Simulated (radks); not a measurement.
Ho, configuration [Xe] 4f11 6s2 (the NIST ground configuration). Calculated with a radial shooting solver on a logarithmic mesh with Libxc functionals: Dirac Kohn-Sham, PBEsol, spin-unpolarised, spherical densities, finite nucleus; open shells fill j = l - 1/2 first; Fermi nuclear charge, rms radius 5.2022 fm.

X-ray form factor f0, the Fourier transform of the density (f0(0) = 67):

sin(theta)/lambda (1/angstrom)  f0 (electrons)
0.05                                    65.711
0.1                                     62.791
0.15                                    59.444
0.2                                     56.009
0.25                                    52.545
0.3                                     49.159
0.4                                     43.019
0.5                                     37.902
0.6                                     33.642
0.8                                     26.952
1                                       22.181
1.25                                    18.328
1.5                                     15.896
2                                       12.376
